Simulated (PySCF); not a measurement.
r2SCAN on Bi⁻ (bismuth, charge -1), [Xe] 4f14 5d10 6s2 6p4, high-spin 3P determinant. Calculation: PySCF 2.14, in def2-QZVPPD with the def2 core potential (60 electrons) (8s6p5d4f1g, 88 functions); scalar relativity through the core potential.

```
cycle= 1 E= -214.744715289212  delta_E= -0.00993  |g|= 0.021  |ddm|= 0.37
cycle= 2 E= -214.744831847451  delta_E= -0.000117  |g|= 0.0234  |ddm|= 0.074
cycle= 3 E= -214.74507983386  delta_E= -0.000248  |g|= 0.00228  |ddm|= 0.0326
cycle= 4 E= -214.745086970456  delta_E= -7.14e-06  |g|= 0.000821  |ddm|= 0.00989
cycle= 5 E= -214.745088809509  delta_E= -1.84e-06  |g|= 0.000203  |ddm|= 0.0064
cycle= 6 E= -214.745088932435  delta_E= -1.23e-07  |g|= 5.93e-05  |ddm|= 0.00192
cycle= 7 E= -214.745088940012  delta_E= -7.58e-09  |g|= 6.43e-06  |ddm|= 0.000499
cycle= 8 E= -214.745088940106  delta_E= -9.44e-11  |g|= 4.75e-07  |ddm|= 6e-05
converged SCF energy = -214.745088940106  <S^2> = 2.007673  2S+1 = 3.005111
```

Highest occupied orbital energy: 1.562 eV; ⟨L²⟩ = 2.03; populations by l: s 4.00, p 10.00, d 10.00, f 0.00.

Q: Can this result be used?

A: With care. The run converged. Energies and moments cover only the electrons outside the core potential. Spin-orbit coupling is strong in this species (close to jj coupling), so the high-spin LS determinant is a model state, not a physical level. At r2SCAN the highest occupied level has a positive energy, so only the finite basis holds that electron; in a semilocal or global hybrid functional this comes from self-interaction and does not mean that the real anion is unbound.
